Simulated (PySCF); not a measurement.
Vertical excitations of a molecule C₂H₆F₂Si from TDA-PBE/def2-SVPD in PySCF, as energy in eV (oscillator strength): 7.33 (0.007), 7.58 (0.002), 7.90 (0.038), 8.48 (0.001), 8.54 (0.022), 8.74 (0.001), 8.80 (0.024), 8.99 (0.008), 9.05 (0.236), 9.09 (0.004). Lowest triplet (TDA): 7.10 eV. The structure is a stationary point at PBE0-D3(BJ)/def2-SVP. The values are those of a single conformer.

### Question
Pick the molecule that these values belong to.
A. CC[SiH](F)F
B. C[SiH2]C(F)F
C. FC[SiH2]CF
D. C[C@@H](F)[SiH2]F

### Answer
A, CC[SiH](F)F
